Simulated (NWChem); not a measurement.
System: CH3ITe; SMILES C[Te]I

NWChem printed, in part:

```
             Northwest Computational Chemistry Package (NWChem) 7.3.0
             --------------------------------------------------------

 CS  symmetry detected

                             Geometry "geometry" -> ""
                             -------------------------

 Output coordinates in angstroms (scale by  1.889725989 to convert to a.u.)

  No.       Tag          Charge          X              Y              Z
 ---- ---------------- ---------- -------------- -------------- --------------
    1 Te                  52.0000    -0.31369898     1.21522462     0.00000000
    2 I                   53.0000    -0.01488180    -1.48263113     0.00000000
    3 C                    6.0000     1.78833082     1.67719114     0.00000000
    4 H                    1.0000     1.85496488     2.77545625     0.00000000
    5 H                    1.0000     2.25806629     1.27458322    -0.90521800
    6 H                    1.0000     2.25806629     1.27458322     0.90521800

 Effective nuclear repulsion energy (a.u.)     721.5508224980

      Symmetry information
      --------------------

 Group name             Cs
 Group number              2
 Group order               2
 No. of unique centers     5

                                 NWChem DFT Module
                                 -----------------

 Summary of "ao basis" -> "ao basis" (spherical)
 ------------------------------------------------------------------------------
       Tag                 Description            Shells   Functions and Types
 ---------------- ------------------------------  ------  ---------------------
 Te                        def2-svpd                13       35   5s5p3d
 I                         def2-svpd                13       35   5s5p3d
 C                         def2-svpd                 8       20   4s2p2d
 H                         def2-svpd                 4        8   2s2p

      Symmetry analysis of basis
      --------------------------

        a'         76
        a"         38

            General Information
            -------------------
          SCF calculation type: DFT
          Wavefunction type:  closed shell.
          No. of atoms     :     6
          No. of electrons :    58
           Alpha electrons :    29
            Beta electrons :    29
          Charge           :     0
          Spin multiplicity:     1
          Use of symmetry is: off; symmetry adaption is: on
          Maximum number of iterations: 150
          AO basis - number of functions:   114
                     number of shells:    46
          Convergence on energy requested:  1.00D-06
          Convergence on density requested:  1.00D-05
          Convergence on gradient requested:  5.00D-04

              XC Information
              --------------
                     Hartree-Fock (Exact) Exchange  1.000
                   CAM-Becke88 Exchange Functional  1.000
                      VWN V Correlation Functional  0.190 local
              Lee-Yang-Parr Correlation Functional  0.810

           Range-Separation Parameters
           ---------------------------
           Alpha           :  0.19
           Beta            :  0.46
           Gamma           :  0.33
           Short-Range HF  :     F

             Grid Information
             ----------------
          Grid used for XC integration:  medium
          Radial quadrature: Mura-Knowles
          Angular quadrature: Lebedev.
          Tag              B.-S. Rad. Rad. Pts. Rad. Cut. Ang. Pts.
          ---              ---------- --------- --------- ---------
          Te                  1.40      123          14.0       590
          I                   1.40      123          14.0       590
          C                   0.70       49          14.0       434
          H                   0.35       45          14.0       434
          Grid pruning is: on
          Number of quadrature shells:   430
          Spatial weights used:  Erf1

      Superposition of Atomic Density Guess
      -------------------------------------

 Sum of atomic energies:        -697.47117501

      Non-variational initial energy
      ------------------------------

 Total energy =    -603.517285
 1-e energy   =   -1450.471937
 2-e energy   =     639.108604
 HOMO         =      -0.218018
 LUMO         =      -0.083653

      Symmetry analysis of molecular orbitals - initial
      -------------------------------------------------

  Numbering of irreducible representations:

     1 a'          2 a"

  Orbital symmetries:

     1 a'          2 a'          3 a'          4 a'          5 a'
     6 a"          7 a'          8 a'          9 a"         10 a'
    11 a'         12 a"         13 a'         14 a"         15 a'
    16 a'         17 a"         18 a'         19 a"         20 a'
    21 a'         22 a'         23 a'         24 a"         25 a'
    26 a'         27 a"         28 a'         29 a"         30 a'
    31 a'         32 a'         33 a'         34 a"         35 a'
    36 a'         37 a"         38 a'         39 a'

 !! scf_movecs_sym_adapt:   28 vectors were symmetry contaminated

  Symmetry fudging

   convergence    iter        energy       DeltaE   RMS-Dens  Diis-err
 ---------------- ----- ----------------- --------- --------- ---------
 d= 0,ls=0.0,diis     1   -605.5600135402 -8.13D+02  9.23D-03  2.16D-01

 !! scf_movecs_sym_adapt:   24 vectors were symmetry contaminated

  Symmetry fudging
 d= 0,ls=0.0,diis     2   -605.5811507701 -2.11D-02  3.12D-03  5.28D-02

 !! scf_movecs_sym_adapt:    7 vectors were symmetry contaminated

  Symmetry fudging
 d= 0,ls=0.0,diis     3   -605.5884395697 -7.29D-03  1.01D-03  1.09D-02

 !! scf_movecs_sym_adapt:    2 vectors were symmetry contaminated

  Symmetry fudging
 d= 0,ls=0.0,diis     4   -605.5901745143 -1.73D-03  1.85D-04  2.12D-04
 d= 0,ls=0.0,diis     5   -605.5902039748 -2.95D-05  4.78D-05  2.21D-05
  Resetting Diis
 d= 0,ls=0.0,diis     6   -605.5902077333 -3.76D-06  1.31D-05  1.90D-06
 d= 0,ls=0.0,diis     7   -605.5902080184 -2.85D-07  7.17D-06  1.70D-07

         Total DFT energy =     -605.590208018385
      One electron energy =    -1452.333662622372
           Coulomb energy =      688.386036153547
    Exchange-Corr. energy =      -49.488630471512
 Nuclear repulsion energy =      207.846048921951

 Numeric. integr. density =       57.999991187905

                  Occupations of the irreducible representations
                  ----------------------------------------------

                     irrep           alpha         beta
                     --------     --------     --------
                     a'               20.0         20.0
                     a"                9.0          9.0

                       DFT Final Molecular Orbital Analysis
                       ------------------------------------

[...]

                                NWChem TDDFT Module
                                -------------------

            General Information
            -------------------
           No. of orbitals :     228
            Alpha orbitals :     114
             Beta orbitals :     114
        Alpha frozen cores :       0
         Beta frozen cores :       0
     Alpha frozen virtuals :       0
      Beta frozen virtuals :       0
         Spin multiplicity :       1
    Number of AO functions :     114
        Use of symmetry is : off
      Symmetry adaption is : on
         Schwarz screening :  0.10D-07

              XC Information
              --------------
              Hartree-Fock (Exact) Exchange   1.00
            CAM-Becke88 Exchange Functional   1.00
               VWN V Correlation Functional   0.19 local
       Lee-Yang-Parr Correlation Functional   0.81
           Alpha           :  0.19
           Beta            :  0.46
           Gamma           :  0.33

             TDDFT Information
             -----------------
          Calculation type : Tamm-Dancoff TDDFT
         Wavefunction type : Restricted singlets
          No. of electrons :      58
           Alpha electrons :      29
            Beta electrons :      29
              No. of roots :       6
          Max subspacesize :    5200
            Max iterations :     100
               Target root :       1
           Target symmetry : none
      Symmetry restriction : off
                 Algorithm : Optimal
        Davidson threshold :  0.10D-03

    6 smallest eigenvalue differences (eV)
--------------------------------------------------------
  No. Spin  Occ  Vir  Irrep   E(Occ)    E(Vir)   E(Diff)
--------------------------------------------------------
    1    1   29   30 a"       -0.269    -0.066     5.528
    2    1   28   30 a'       -0.325    -0.066     7.044
    3    1   29   31 a"       -0.269     0.006     7.476
    4    1   27   30 a"       -0.346    -0.066     7.625
    5    1   29   32 a"       -0.269     0.036     8.305
    6    1   29   33 a"       -0.269     0.038     8.357
--------------------------------------------------------

  Entering Davidson iterations
  Restricted singlet excited states

  Iter   NTrls   NConv    DeltaV     DeltaE      Time
  ----  ------  ------  ---------  ---------  ---------
    1      6       0     0.54E-01   0.10+100       46.0
    2     12       0     0.20E-01   0.75E-02       43.5
    3     18       0     0.66E-02   0.81E-03       35.9
    4     24       0     0.26E-02   0.13E-03       36.3
    5     30       1     0.19E-02   0.22E-04       31.6
    6     35       4     0.73E-01   0.49E-02       27.1
    7     37       4     0.30E-01   0.83E-02       28.2
    8     39       5     0.20E-01   0.21E-02       26.5
    9     40       5     0.92E-02   0.60E-03       24.9
   10     41       5     0.34E-02   0.95E-04       21.7
   11     42       5     0.12E-02   0.15E-04       20.8
   12     43       5     0.48E-03   0.27E-05       27.6
   13     44       5     0.21E-03   0.34E-06       27.8
   14     45       6     0.92E-04   0.34E-07       32.4
  ----  ------  ------  ---------  ---------  ---------
  Convergence criterion met

  Ground state a'       -605.590208018385 a.u.

  ----------------------------------------------------------------------------
  Root   1 singlet a"             0.077059343 a.u.                2.0969 eV
  ----------------------------------------------------------------------------
     Transition Moments    X -0.00000   Y -0.00000   Z -0.14237
     Dipole Oscillator Strength                    0.0010412852
     Electric Quadrupole                           0.0000000011
     Magnetic Dipole                               0.0000001241
     Total Oscillator Strength                     0.0010414104

     Occ.   29  a"  ---  Virt.   30  a'       0.99192
     Occ.   29  a"  ---  Virt.   33  a'       0.07621
  ----------------------------------------------------------------------------
  Root   2 singlet a'             0.135518644 a.u.                3.6877 eV
  ----------------------------------------------------------------------------
     Transition Moments    X -0.14217   Y  0.18572   Z  0.00000
     Dipole Oscillator Strength                    0.0049423335
     Electric Quadrupole                           0.0000000030
     Magnetic Dipole                               0.0000000108
     Total Oscillator Strength                     0.0049423473

     Occ.   26  a'  ---  Virt.   30  a'      -0.08827
     Occ.   28  a'  ---  Virt.   30  a'      -0.98662
     Occ.   28  a'  ---  Virt.   32  a'       0.05099
     Occ.   28  a'  ---  Virt.   33  a'      -0.07246
  ----------------------------------------------------------------------------
  Root   3 singlet a"             0.150599305 a.u.                4.0980 eV
  ----------------------------------------------------------------------------
     Transition Moments    X  0.00000   Y -0.00000   Z  0.04275
     Dipole Oscillator Strength                    0.0001834837
     Electric Quadrupole                           0.0000000351
     Magnetic Dipole                               0.0000005344
     Total Oscillator Strength                     0.0001840532

     Occ.   27  a"  ---  Virt.   30  a'       0.85368
     Occ.   27  a"  ---  Virt.   33  a'       0.06746
     Occ.   29  a"  ---  Virt.   31  a'       0.48020
     Occ.   29  a"  ---  Virt.   35  a'       0.12305
     Occ.   29  a"  ---  Virt.   38  a'      -0.07588
  ----------------------------------------------------------------------------
  Root   4 singlet a"             0.159913133 a.u.                4.3515 eV
  ----------------------------------------------------------------------------
     Transition Moments    X -0.00000   Y  0.00000   Z  0.02682
     Dipole Oscillator Strength                    0.0000766845
     Electric Quadrupole                           0.0000000237
     Magnetic Dipole                               0.0000004249
     Total Oscillator Strength                     0.0000771332

     Occ.   27  a"  ---  Virt.   30  a'       0.50110
     Occ.   27  a"  ---  Virt.   31  a'      -0.11841
     Occ.   29  a"  ---  Virt.   31  a'      -0.81549
     Occ.   29  a"  ---  Virt.   32  a'       0.12569
     Occ.   29  a"  ---  Virt.   35  a'      -0.15678
     Occ.   29  a"  ---  Virt.   36  a'      -0.06491
     Occ.   29  a"  ---  Virt.   38  a'       0.11356
  ----------------------------------------------------------------------------
  Root   5 singlet a"             0.204972717 a.u.                5.5776 eV
  ----------------------------------------------------------------------------
     Transition Moments    X  0.00000   Y -0.00000   Z -0.45885
     Dipole Oscillator Strength                    0.0287702501
     Electric Quadrupole                           0.0000007980
     Magnetic Dipole                               0.0000021755
     Total Oscillator Strength                     0.0287732237

     Occ.   27  a"  ---  Virt.   33  a'      -0.08879
     Occ.   29  a"  ---  Virt.   31  a'       0.13838
     Occ.   29  a"  ---  Virt.   32  a'       0.94187
     Occ.   29  a"  ---  Virt.   33  a'       0.11428
     Occ.   29  a"  ---  Virt.   35  a'      -0.17040
     Occ.   29  a"  ---  Virt.   36  a'       0.16566
  ----------------------------------------------------------------------------
  Root   6 singlet a'             0.206100481 a.u.                5.6083 eV
  ----------------------------------------------------------------------------
     Transition Moments    X  0.10686   Y -0.89815   Z  0.00000
     Dipole Oscillator Strength                    0.1124052825
     Electric Quadrupole                           0.0000000908
     Magnetic Dipole                               0.0000013175
     Total Oscillator Strength                     0.1124066908

     Occ.   25  a'  ---  Virt.   30  a'      -0.56797
     Occ.   25  a'  ---  Virt.   33  a'      -0.05702
     Occ.   26  a'  ---  Virt.   30  a'      -0.78651
     Occ.   28  a'  ---  Virt.   30  a'       0.05909
     Occ.   28  a'  ---  Virt.   31  a'      -0.07245
     Occ.   28  a'  ---  Virt.   43  a'      -0.05027
     Occ.   29  a"  ---  Virt.   40  a"       0.08264
     Occ.   29  a"  ---  Virt.   41  a"      -0.13060

              Target root =      1
          Target symmetry = none
      Ground state energy =   -605.590208018385
        Excitation energy =      0.077059342678
     Excited state energy =   -605.513148675708

  stored tddft:energy   -605.51314867570761
```

Level: CAM-B3LYP/def2-SVPD with def2 effective core potentials on Te, I, TDA. Coordinates come from a PBE0/def2-SVP optimisation. Not confirmed as a minimum by frequencies. def2 effective core potentials on Te, I; no spin-orbit coupling.

Q: Reconstruct the input file.

A: This is not unique; one that fits is the input that was run:
```
start job
memory heap 200 mb stack 900 mb global 1100 mb
geometry units angstroms noautoz
  Te    -0.296950     1.201296     0.000000
  I     -0.049749    -1.501778     0.000000
  C      1.813525     1.623004     0.000000
  H      1.901137     2.719795     0.000000
  H      2.275480     1.211492    -0.905218
  H      2.275480     1.211492     0.905218
end
basis spherical
  * library def2-svpd
end
ecp
  Te library def2-ecp
  I library def2-ecp
end
dft
  xc xcamb88 1.00 lyp 0.81 vwn_5 0.19 hfexch 1.00
  cam 0.33 cam_alpha 0.19 cam_beta 0.46
  iterations 150
end
tddft
  cis
  nroots 6
  notriplet
end
task tddft energy
```
